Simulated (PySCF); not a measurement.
ethynylcyclopropane (C₅H₆), SMILES C#CC1CC1.

The structure is a stationary point at PBE-D3(BJ)/def2-SVP.

All values below come from PBE-D3(BJ)/def2-SVP (PySCF).

No scaling factor is applied to the harmonic values.

| mode | ν (cm⁻¹) | IR (km/mol) | moving atoms (share of kinetic energy) |
|---|---|---|---|
| 1 | 194 | 1.3 | C 75 %, H 25 % |
| 2 | 202 | 1.4 | C 69 %, H 31 % |
| 3 | 489 | 6.6 | C 83 %, H 17 % |
| 4 | 500 | 1.1 | C 81 %, H 19 % |
| 5 | 601 | 43.3 | H 81 %, C 19 % |
| 6 | 656 | 36.9 | H 79 %, C 21 % |
| 7 | 742 | 1.6 | H 73 %, C 27 % |
| 8 | 790 | 1.3 | H 59 %, C 41 % |
| 9 | 795 | 6.7 | H 79 %, C 21 % |
| 10 | 879 | 3.0 | C 87 %, H 13 % |
| 11 | 961 | 24.0 | C 53 %, H 47 % |
| 12 | 1014 | 4.1 | H 62 %, C 38 % |
| 13 | 1023 | 5.6 | H 76 %, C 24 % |
| 14 | 1057 | 1.5 | H 87 %, C 13 % |
| 15 | 1093 | 0.1 | H 60 %, C 40 % |
| 16 | 1142 | 0.5 | H 71 %, C 29 % |
| 17 | 1188 | 0.9 | H 55 %, C 45 % |
| 18 | 1329 | 2.3 | H 55 %, C 45 % |
| 19 | 1383 | 3.3 | H 92 %, C 8 % |
| 20 | 1435 | 0.6 | H 61 %, C 39 % |
| 21 | 2164 | 21.1 | C 91 %, H 9 % |
| 22 | 3070 | 10.7 | H 96 % |
| 23 | 3071 | 2.3 | H 93 % |
| 24 | 3074 | 5.4 | H 93 % |
| 25 | 3165 | 0.2 | H 89 %, C 11 % |
| 26 | 3175 | 4.3 | H 89 %, C 11 % |
| 27 | 3411 | 79.9 | H 86 %, C 14 % |
